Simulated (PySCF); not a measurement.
Vertical excitations of a molecule C2H7NSi2 from TDDFT-PBE0/def2-SVPD (PySCF), as energy in eV (oscillator strength): 4.13 (0.000), 5.43 (0.001), 5.82 (0.019), 6.42 (0.002), 6.60 (0.064), 6.70 (0.017), 6.79 (0.072), 7.15 (0.002), 7.23 (0.002), 7.39 (0.028). Lowest triplet (TDA): 3.26 eV. Geometry: ωB97X-D3(BJ)/def2-SVP. The values are those of a single conformer.

Task: Which structure fits?
(A) CC1=N[SiH2][SiH2]1
(B) [SiH3][C@H]1N=C[SiH2]1
(C) C[Si@@H]1C=N[SiH2]1
(D) C1=NC[SiH2][SiH2]1

Result: B, [SiH3][C@H]1N=C[SiH2]1
